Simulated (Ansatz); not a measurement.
A series at Al: from `[OH][Al]([OH])[OH]`, ligands are replaced one by one, each step taking up H₂ and setting free H₂O; n counts the steps. Ansatz, PBE0-D4/def2-TZVP geometries. Each molecule was computed in one conformer, which needn't be the lowest.

CBS adds triple-zeta CCSD(T) − MP2 to the MP2 limit, frozen cores; atoms without spin–orbit coupling. 

| n | molecule | atomization energy, CCSD(T)/CBS (kJ/mol) |
| --- | --- | --- |
| 0 | `[OH][Al]([OH])[OH]` | 2814.1 |
| 1 | `[OH][AlH][OH]` | ? |
| 2 | `[OH][AlH2]` | 1541.3 |
| 3 | `[AlH3]` | 898.6 |

Problem. By hand: fit a straight line y = ȳ + b (n − n̄) to the 3 given rows and predict n = 1.

Solution. n̄ = 1.667, ȳ = 1751.33; Σ(n − n̄)(y − ȳ) = -2978.27, Σ(n − n̄)² = 4.667, so b = -638.16 kJ/mol a step. Prediction: 1751.33 + (-638.16) × (-0.667) = 2177.0 kJ/mol.

Problem. By hand: compare with the computed value, 2181.2 kJ/mol, and give the steps along the whole series.

Solution. The line misses by 4.2 kJ/mol (computed minus predicted). Steps: -632.9, -639.9, -642.7 kJ/mol.

The steps differ by at most 9.8 kJ/mol, 1.5 % of a mean step, so the ligands' effects nearly add and a line is close. The miss is 0.2 % of the series' range. The energies themselves are unsure by some kJ/mol a bond, though much of that is common to the series.
